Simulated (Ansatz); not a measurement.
(1) Predict a relaxed structure of [Pr(H2O)6]3+ (PrO₆H₁₂³⁺), charge 3, triplet, at PBE0-D4/def2-SVP (Ansatz).

## Answers

(1) 
| atom | x (Å) | y (Å) | z (Å) |
| --- | --- | --- | --- |
| Pr1 | 0.003 | 0.001 | 0.002 |
| O2 | 0.523 | -0.810 | -2.232 |
| H3 | 0.864 | -1.687 | -2.490 |
| H4 | 0.420 | -0.341 | -3.082 |
| O5 | -0.519 | 0.811 | 2.236 |
| H6 | -0.418 | 0.341 | 3.086 |
| H7 | -0.875 | 1.683 | 2.492 |
| O8 | 2.268 | 0.850 | 0.207 |
| H9 | 2.991 | 0.795 | -0.447 |
| H10 | 2.667 | 1.324 | 0.961 |
| O11 | -2.263 | -0.848 | -0.201 |
| H12 | -2.669 | -1.308 | -0.961 |
| H13 | -2.986 | -0.793 | 0.454 |
| O14 | 0.709 | -2.120 | 0.940 |
| H15 | 0.168 | -2.916 | 1.102 |
| H16 | 1.603 | -2.380 | 1.234 |
| O17 | -0.709 | 2.115 | -0.949 |
| H18 | -1.604 | 2.369 | -1.244 |
| H19 | -0.173 | 2.915 | -1.107 |
The metal has 6 neighbours: O 2.43 Å, O 2.43 Å, O 2.43 Å, O 2.43 Å, O 2.42 Å, O 2.42 Å. This is one stationary point.

In the def2 sets Pr takes a core potential; there is no spin–orbit coupling. With an open 4f shell the SCF may have ended on a state above the lowest.
